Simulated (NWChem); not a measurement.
Everything below was run with NWChem. System: GaN, charge 0, spin multiplicity 3, at a geometry optimised with UB3LYP/def2-SVP. The structure started from a generated list of species. Its SCF solution wasn't tested for a lower state. Level: UBLYP/def2-TZVP.

The NWChem input:

```
start mol
memory heap 200 mb stack 900 mb global 1100 mb
geometry units angstroms nocenter noautoz
  Ga     0.000000     0.000000     0.342580
  N      0.000000     0.000000    -1.517141
  symmetry group C2v
end
basis spherical
  * library def2-tzvp
end
dft
  xc becke88 lyp
  odft
  mult 3
  semidirect memsize 60000000 filesize 0
  iterations 100
end
task dft energy
```

NWChem printed:

```
             Northwest Computational Chemistry Package (NWChem) 7.3.0
             --------------------------------------------------------

                                NWChem Input Module
                                -------------------

 Scaling coordinates for geometry "geometry" by  1.889725989
 (inverse scale =  0.529177249)

 Turning off AUTOSYM since
 SYMMETRY directive was detected!

                             Geometry "geometry" -> ""
                             -------------------------

 Output coordinates in angstroms (scale by  1.889725989 to convert to a.u.)

  No.       Tag          Charge          X              Y              Z
 ---- ---------------- ---------- -------------- -------------- --------------
    1 Ga                  31.0000     0.00000000     0.00000000     0.34258000
    2 N                    7.0000     0.00000000     0.00000000    -1.51714100

 Effective nuclear repulsion energy (a.u.)      61.7466077078

            Nuclear Dipole moment (a.u.)
            ----------------------------
        X                 Y               Z
 ---------------- ---------------- ----------------
     0.0000000000     0.0000000000    -0.0000132281

      Symmetry information
      --------------------

 Group name             C2v
 Group number             16
 Group order               4
 No. of unique centers     2

      Symmetry unique atoms

     1    2


 Summary of "ao basis" -> "" (spherical)
 ------------------------------------------------------------------------------
       Tag                 Description            Shells   Functions and Types
 ---------------- ------------------------------  ------  ---------------------
 *                         def2-tzvp                  on all atoms

                                 NWChem DFT Module
                                 -----------------

 Summary of "ao basis" -> "ao basis" (spherical)
 ------------------------------------------------------------------------------
       Tag                 Description            Shells   Functions and Types
 ---------------- ------------------------------  ------  ---------------------
 Ga                        def2-tzvp                16       48   6s5p4d1f
 N                         def2-tzvp                11       31   5s3p2d1f

 Summary of "ao basis" -> "ao basis" (spherical)
 ------------------------------------------------------------------------------
       Tag                 Description            Shells   Functions and Types
 ---------------- ------------------------------  ------  ---------------------
 Ga                        def2-tzvp                16       48   6s5p4d1f
 N                         def2-tzvp                11       31   5s3p2d1f

      Symmetry analysis of basis
      --------------------------

        a1         35
        a2          8
        b1         18
        b2         18

            General Information
            -------------------
          SCF calculation type: DFT
          Wavefunction type:  spin polarized.
          No. of atoms     :     2
          No. of electrons :    38
           Alpha electrons :    20
            Beta electrons :    18
          Charge           :     0
          Spin multiplicity:     3
          Use of symmetry is: on ; symmetry adaption is: on
          Maximum number of iterations: 100
          AO basis - number of functions:    79
                     number of shells:    27
          Convergence on energy requested:  1.00D-06
          Convergence on density requested:  1.00D-05
          Convergence on gradient requested:  5.00D-04

              XC Information
              --------------
                    Becke 1988 Exchange Functional  1.000
              Lee-Yang-Parr Correlation Functional  1.000

             Grid Information
             ----------------
          Grid used for XC integration:  medium
          Radial quadrature: Mura-Knowles
          Angular quadrature: Lebedev.
          Tag              B.-S. Rad. Rad. Pts. Rad. Cut. Ang. Pts.
          ---              ---------- --------- --------- ---------
          Ga                  1.30      112           7.0       590
          N                   0.65       49           8.0       434
          Grid pruning is: on
          Number of quadrature shells:   161
          Spatial weights used:  Erf1

          Convergence Information
          -----------------------
          Convergence aids based upon iterative change in
          total energy or number of iterations.
          Levelshifting, if invoked, occurs when the
          HOMO/LUMO gap drops below (HL_TOL):  1.00D-02
          DIIS, if invoked, will attempt to extrapolate
          using up to (NFOCK): 10 stored Fock matrices.

                    Damping( 0%)  Levelshifting(0.5)       DIIS
                  --------------- ------------------- ---------------
          dE  on:    start            ASAP                start
          dE off:    2 iters        100 iters           100 iters

      Screening Tolerance Information
      -------------------------------
          Density screening/tol_rho:  1.00D-10
          AO Gaussian exp screening on grid/accAOfunc:  14
          CD Gaussian exp screening on grid/accCDfunc:  20
          XC Gaussian exp screening on grid/accXCfunc:  20
          Schwarz screening/accCoul:  1.00D-08

      Superposition of Atomic Density Guess
      -------------------------------------

 Sum of atomic energies:       -1977.53623610

      Non-variational initial energy
      ------------------------------

 Total energy =   -1977.338241
[...]
              MO Center=  1.3D-15,  7.8D-15, -1.4D-01, r^2= 3.1D+00
   Bfn.  Coefficient  Atom+Function         Bfn.  Coefficient  Atom+Function
  ----- ------------  ---------------      ----- ------------  ---------------
     6      0.446533  1 Ga s                 56     -0.346329  2 N  pz
     5      0.322511  1 Ga s                 18      0.311290  1 Ga pz
    59     -0.269485  2 N  pz                62     -0.229709  2 N  pz
    12     -0.143269  1 Ga pz                 4     -0.134961  1 Ga s
    21      0.121110  1 Ga pz                 3     -0.110766  1 Ga s

 Vector   20  Occ=1.000000D+00  E=-2.142480D-01  Symmetry=b1
              MO Center=  1.1D-15, -1.2D-15, -1.3D+00, r^2= 1.4D+00
   Bfn.  Coefficient  Atom+Function         Bfn.  Coefficient  Atom+Function
  ----- ------------  ---------------      ----- ------------  ---------------
    54      0.425520  2 N  px                57      0.348934  2 N  px
    60      0.275629  2 N  px                16      0.188318  1 Ga px
    19      0.141743  1 Ga px                10     -0.082936  1 Ga px
    25     -0.070435  1 Ga d  1               7      0.031515  1 Ga px

 Vector   21  Occ=0.000000D+00  E=-7.912902D-02  Symmetry=b2
              MO Center= -1.9D-15, -1.7D-15,  3.9D-01, r^2= 3.6D+00
   Bfn.  Coefficient  Atom+Function         Bfn.  Coefficient  Atom+Function
  ----- ------------  ---------------      ----- ------------  ---------------
    20      0.654746  1 Ga py                17      0.480306  1 Ga py
    11     -0.186320  1 Ga py                55     -0.185242  2 N  py
    61     -0.176306  2 N  py                58     -0.144313  2 N  py
    38      0.078337  1 Ga d -1               8      0.070364  1 Ga py
    23     -0.044722  1 Ga d -1              14     -0.034257  1 Ga py

 Vector   22  Occ=0.000000D+00  E=-6.696645D-02  Symmetry=b1
              MO Center=  1.6D-14, -8.4D-15,  3.4D-01, r^2= 3.8D+00
   Bfn.  Coefficient  Atom+Function         Bfn.  Coefficient  Atom+Function
  ----- ------------  ---------------      ----- ------------  ---------------
    19      0.661985  1 Ga px                16      0.451122  1 Ga px
    54     -0.211058  2 N  px                60     -0.211520  2 N  px
    10     -0.177545  1 Ga px                57     -0.161042  2 N  px
    40     -0.096026  1 Ga d  1               7      0.066944  1 Ga px
    25      0.053917  1 Ga d  1              13     -0.031277  1 Ga px

 Vector   23  Occ=0.000000D+00  E= 1.502000D-02  Symmetry=a1
              MO Center= -5.8D-15, -6.2D-15,  4.0D-01, r^2= 5.7D+00
   Bfn.  Coefficient  Atom+Function         Bfn.  Coefficient  Atom+Function
  ----- ------------  ---------------      ----- ------------  ---------------
    21      1.286926  1 Ga pz                53      1.001462  2 N  s
     6     -0.807093  1 Ga s                 62      0.394352  2 N  pz
    18      0.281533  1 Ga pz                 5     -0.166380  1 Ga s
    51      0.161105  2 N  s                 56      0.148523  2 N  pz
    59      0.135728  2 N  pz                24     -0.126802  1 Ga d  0

                     DFT Final Beta Molecular Orbital Analysis
                     -----------------------------------------

 Vector   16  Occ=1.000000D+00  E=-5.867586D-01  Symmetry=a1
              MO Center=  6.3D-16, -1.2D-15, -1.2D+00, r^2= 9.6D-01
   Bfn.  Coefficient  Atom+Function         Bfn.  Coefficient  Atom+Function
  ----- ------------  ---------------      ----- ------------  ---------------
    52      0.424015  2 N  s                 51      0.341895  2 N  s
    24     -0.249569  1 Ga d  0              50     -0.218908  2 N  s
     5      0.211196  1 Ga s                 53      0.165248  2 N  s
    18     -0.107032  1 Ga pz                49     -0.098318  2 N  s
     4     -0.087123  1 Ga s                  3     -0.079492  1 Ga s

 Vector   17  Occ=1.000000D+00  E=-3.063277D-01  Symmetry=a1
              MO Center= -4.1D-15, -1.0D-15, -1.0D-01, r^2= 2.5D+00
   Bfn.  Coefficient  Atom+Function         Bfn.  Coefficient  Atom+Function
  ----- ------------  ---------------      ----- ------------  ---------------
     5      0.682873  1 Ga s                  6      0.355777  1 Ga s
     4     -0.263833  1 Ga s                  3     -0.226157  1 Ga s
    52     -0.191114  2 N  s                 53     -0.186002  2 N  s
    56      0.167550  2 N  pz                51     -0.141730  2 N  s
    59      0.118992  2 N  pz                 2      0.096908  1 Ga s

 Vector   18  Occ=1.000000D+00  E=-1.874430D-01  Symmetry=b1
              MO Center= -1.5D-15, -8.4D-16, -1.1D+00, r^2= 1.7D+00
   Bfn.  Coefficient  Atom+Function         Bfn.  Coefficient  Atom+Function
  ----- ------------  ---------------      ----- ------------  ---------------
    54      0.391502  2 N  px                57      0.317920  2 N  px
    60      0.275997  2 N  px                16      0.229011  1 Ga px
    19      0.198521  1 Ga px                10     -0.099454  1 Ga px
    25     -0.069669  1 Ga d  1               7      0.037730  1 Ga px
    40      0.033558  1 Ga d  1

 Vector   19  Occ=0.000000D+00  E=-1.681070D-01  Symmetry=b2
              MO Center=  1.3D-15, -5.2D-13, -9.9D-01, r^2= 2.1D+00
   Bfn.  Coefficient  Atom+Function         Bfn.  Coefficient  Atom+Function
  ----- ------------  ---------------      ----- ------------  ---------------
    55      0.351395  2 N  py                58      0.290099  2 N  py
    17      0.275262  1 Ga py                61      0.267066  2 N  py
    20      0.255519  1 Ga py                11     -0.117363  1 Ga py
    23      0.065212  1 Ga d -1               8      0.044456  1 Ga py
    38     -0.033170  1 Ga d -1

 Vector   20  Occ=0.000000D+00  E=-1.659874D-01  Symmetry=a1
              MO Center=  4.3D-15,  5.3D-13, -5.1D-01, r^2= 3.1D+00
   Bfn.  Coefficient  Atom+Function         Bfn.  Coefficient  Atom+Function
  ----- ------------  ---------------      ----- ------------  ---------------
     6      0.425985  1 Ga s                 56     -0.354953  2 N  pz
    18      0.331703  1 Ga pz                62     -0.298494  2 N  pz
    59     -0.264671  2 N  pz                12     -0.155563  1 Ga pz
    21      0.147940  1 Ga pz                 5      0.124457  1 Ga s
    24      0.082534  1 Ga d  0               4     -0.062632  1 Ga s

 Vector   21  Occ=0.000000D+00  E=-5.726861D-02  Symmetry=b1
              MO Center= -4.8D-15,  2.6D-16,  2.1D-01, r^2= 3.9D+00
   Bfn.  Coefficient  Atom+Function         Bfn.  Coefficient  Atom+Function
  ----- ------------  ---------------      ----- ------------  ---------------
    19      0.664958  1 Ga px                16      0.424974  1 Ga px
    60     -0.266203  2 N  px                54     -0.243100  2 N  px
    57     -0.183864  2 N  px                10     -0.168114  1 Ga px
    40     -0.085666  1 Ga d  1               7      0.063308  1 Ga px
    25      0.053865  1 Ga d  1              13     -0.028765  1 Ga px

   alpha - beta orbital overlaps
   -----------------------------

   alpha      1      2      3      4      5      6      7      8      9     10
    beta      1      2      3      4      5      6      7      8      9     10
 overlap   1.000  1.000  1.000  1.000  1.000  1.000  1.000  1.000  1.000  1.000

   alpha     11     12     13     14     15     16     17     18     19     20
    beta     11     12     14     13     15     16     17     19     20     18
 overlap   0.976  1.000  1.000  0.992  1.000  0.980  0.974  0.960  0.975  0.995

   alpha     21     22     23     24     25     26     27     28     29     30
    beta     22     21     23     24     25     26     27     31     28     29
 overlap   0.962  0.995  0.995  0.984  1.000  0.990  0.990  0.936  0.941  0.846

   alpha     31     32     33     34     35     36     37     38     39     40
    beta     30     32     33     35     34     36     40     39     37     38
 overlap   0.846  0.999  0.997  0.995  1.000  0.998  0.997  1.000  0.997  0.997

   alpha     41     42     43     44     45     46     47     48     49     50
    beta     41     42     45     44     43     47     46     50     49     48
 overlap   0.996  0.996  0.999  0.999  1.000  0.997  1.000  0.931  0.999  0.934

   alpha     51     52     53     54     55     56     57     58     59     60
    beta     51     53     52     54     56     55     58     57     59     61
 overlap   0.998  0.999  1.000  0.997  0.986  0.999  0.994  1.000  0.991  0.987

   alpha     61     62     63     64     65     66     67     68     69     70
    beta     60     62     63     64     65     67     66     69     68     71
 overlap   0.999  0.999  1.000  1.000  1.000  0.986  0.994  0.985  1.000  0.986

   alpha     71     72     73     74     75     76     77     78     79
    beta     70     72     74     73     75     77     76     78     79
 overlap   0.994  0.984  0.988  1.000  0.984  1.000  1.000  0.995  1.000

     --------------------------
     Expectation value of S2:
     --------------------------
      <S2> =      2.0144 (Exact =     2.0000)

 center of mass
 --------------
 x =   0.00000000 y =   0.00000000 z =   0.05395893

 moments of inertia (a.u.)
 ------------------
         143.744912600064           0.000000000000           0.000000000000
           0.000000000000         143.744912600064           0.000000000000
           0.000000000000           0.000000000000           0.000000000000

     Multipole analysis of the density
     ---------------------------------

     L   x y z        total         alpha         beta         nuclear
     -   - - -        -----         -----         ----         -------
     0   0 0 0     -0.000000    -20.000000    -18.000000     38.000000

     1   1 0 0     -0.000000     -0.000000      0.000000      0.000000
     1   0 1 0     -0.000000     -0.000000     -0.000000      0.000000
     1   0 0 1      1.048910      2.472334     -1.423411     -0.000013

     2   2 0 0    -16.622197     -8.885661     -7.736536      0.000000
     2   1 1 0     -0.000000     -0.000000     -0.000000      0.000000
     2   1 0 1      0.000000      0.000000      0.000000      0.000000
     2   0 2 0    -14.593513     -8.798498     -5.795016      0.000000
     2   0 1 1      0.000000      0.000000      0.000000      0.000000
     2   0 0 2    -18.835516    -53.624540    -35.740248     70.529272

 Task  times  cpu:        5.1s     wall:        5.1s

 Total times  cpu:        5.2s     wall:        5.2s
```
